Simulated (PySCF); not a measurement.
## TDDFT excited states: BF2HO

Species: hydroxydifluoroborane, BF2HO.
Z-matrix (Å and degrees, PBE0-D3(BJ)/def2-SVP geometry), rows numbered from 1:
```
O 
B   1  1.3422
F   2  1.3170  1  119.76
F   2  1.3266  1  121.95  3   179.99
H   1  0.9625  2  112.77  3   179.85
```

Method: TDDFT B3LYP/def2-SVPD, vertical, gas phase, core orbitals frozen in the response (PySCF 2.14.0, density-fitted response routines).

| state | E (eV) | λ (nm) | f | symmetry | main configurations (H = HOMO, L = LUMO) |
| --- | --- | --- | --- | --- | --- |
| S1 | 8.87 | 139.9 | 0.024 | A″ | H→L (98%) |
| S2 | 9.43 | 131.4 | 0.022 | A′ | H-1→L (98%) |
| S3 | 10.44 | 118.7 | 0.0015 | – | H→L+2 (58%), H-1→L+1 (39%) |
| S4 | 10.47 | 118.5 | 0.028 | A′ | H-2→L (96%) |
| S5 | 10.49 | 118.2 | 0.0005 | – | H-1→L+1 (60%), H→L+2 (38%) |
| S6 | 10.80 | 114.8 | 0.0003 | – | H-3→L (98%) |
| S7 | 10.91 | 113.7 | 0.152 | A′ | H→L+1 (84%) |
| S8 | 11.06 | 112.1 | 0.025 | A′ | H-1→L+2 (93%) |
| S9 | 11.26 | 110.1 | 0.0004 | – | H-2→L+1 (99%) |
| S10 | 11.48 | 108.0 | 0.122 | A′ | H-4→L (92%) |

Triplets, Tamm–Dancoff:

```json
{"state": "T1", "E (eV)": "8.55", "λ (nm)": "145.1", "main configurations (H = HOMO, L = LUMO)": "H→L (95%)"}
{"state": "T2", "E (eV)": "9.14", "λ (nm)": "135.7", "main configurations (H = HOMO, L = LUMO)": "H-1→L (93%)"}
{"state": "T3", "E (eV)": "9.22", "λ (nm)": "134.5", "main configurations (H = HOMO, L = LUMO)": "H→L+1 (96%)"}
{"state": "T4", "E (eV)": "10.10", "λ (nm)": "122.7", "main configurations (H = HOMO, L = LUMO)": "H-1→L+1 (98%)"}
```

The lowest singlet comes at 140 nm (855 kJ/mol) in the vacuum ultraviolet; it is weak; its leading configuration is HOMO→LUMO (98%). The most intense listed level is S7 at 10.91 eV (114 nm, f = 0.152), 2.04 eV above S1. Löwdin shares by element: HOMO oxygen 73%, fluorine 13%, boron 9%; LUMO boron 53%, oxygen 20%, hydrogen 16%, fluorine 7% or more. The oscillator strengths of these states sum to 0.375; summed over the whole spectrum of an exact calculation they would give the number of electrons, 32 (Thomas–Reiche–Kuhn). Orbital energies (eV): HOMO-3 -12.38, HOMO-2 -12.02, HOMO-1 -11.14, HOMO -10.62, LUMO -0.52, LUMO+1 1.03, LUMO+2 1.06. Weighted by f, the mean energy of these states is 10.85 eV. No computed singlet lies in the visible range (380 to 750 nm); the lowest, at 140 nm, stands 5.60 eV above its violet end (3.26 eV). All these states lie below the vertical ionisation energy of 13.94 eV (ΔSCF). Symmetry labels in Cs follow from the direction of the transition dipole and are given only for states with f of 0.002 or more. The window holds the lowest 10 singlets.

On an Arm Neoverse V2 with one thread, no GPU (shared host), this took 14 s (grids of density and orbitals included) and 0.40 GiB of memory at its peak.

One conformer stands for the species.
